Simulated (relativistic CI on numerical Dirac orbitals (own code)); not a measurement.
**Hyperfine structure of In X, mass number 115**

Computed by Dirac-Coulomb-Breit CI, separate exchange-only KLI orbitals for each configuration, QED by a radiative potential, unscaled Slater integrals (own radial code, finite nucleus).

CI space (outside the closed core [Ar] 3d10): 4s²4p⁶4d⁴, 4s²4p⁵4d⁵, 4s²4p⁶4d³4f, 4s²4p⁶4d³5s, 4s²4p⁶4d³5p, 4s4p⁶4d⁵, 4s²4p⁶4d²5s5p, 4s²4p⁶4d³5d, 4s²4p⁶4d²4f5s, 4s²4p⁶4d³6s, 4s4p⁶4d⁴4f, 4s²4p⁶4d²5s², 4s²4p⁶4d4f5s², 4s²4p⁶4d5s²5p, 4s²4p⁶4d5s²5d, 4s²4p⁶4d²5p², 4s²4p⁶4d4f5p², 4s²4p⁶4d5s5p², 4s²4p⁶4d5p³, 4s²4p⁶4d5p²5d, 4p⁶4d⁶, 4p⁵4d⁷. Double excitations out of closed p, d and f shells are left out; levels of such configurations are missing from the list, as are those of other unlisted configurations, and high levels can miss mixing partners.

Nuclear spin I = 9/2, μ = 5.5326 μN, Q = 0.772 b (tables of Stone and Pyykkö). The electronic factors are computed for point nuclear moments, without core polarisation or the Bohr-Weisskopf and QED corrections.

```csv
Level,E (eV),A (MHz),B (MHz)
4s²4p⁶4d⁴ ⁵D1,0.2565,242.8,611
4s²4p⁶4d⁴ ⁵D2,0.5982,626.5,412
4s²4p⁶4d⁴ ⁵D3,0.9630,990.1,-418
4s²4p⁶4d⁴ ⁵D4,1.3312,1308,-1830
4s²4p⁶4d⁴ ³H4,3.7654,2227,836
4s²4p⁶4d⁴ ³H5,4.3151,1962,1150
4s²4p⁶4d⁴ ³P1,4.3372,1189,-113
4s²4p⁶4d⁴ ³G3,4.3914,2249,133
```

Levels with J = 0, under 50 % of one LS term, or S terms without an open s electron are left out. Small factors come from cancelling terms and can be off by tens of per cent or more.

At this charge energies of transitions that change n are usually good to better than 1 %, and those within a shell (Δn = 0) to a few per cent. Terms inside the open d or f shell come out 10 to 20 % too wide with unscaled integrals.

Q: Give the hyperfine levels of 4s²4p⁶4d⁴ ⁵D3 relative to its centre of gravity.

A: With K = F(F + 1) − I(I + 1) − J(J + 1), E = AK/2 + B[¾K(K + 1) − I(I + 1)J(J + 1)]/[2I(2I − 1)J(2J − 1)]: F = 3/2: -16530, F = 5/2: -13970, F = 7/2: -10400, F = 9/2: -5864, F = 11/2: -380, F = 13/2: 6010, F = 15/2: 13260 MHz.

LS names give the leading component of a level, which can be under half, so a name can repeat, a term be missing and a line seem to break the LS rules.
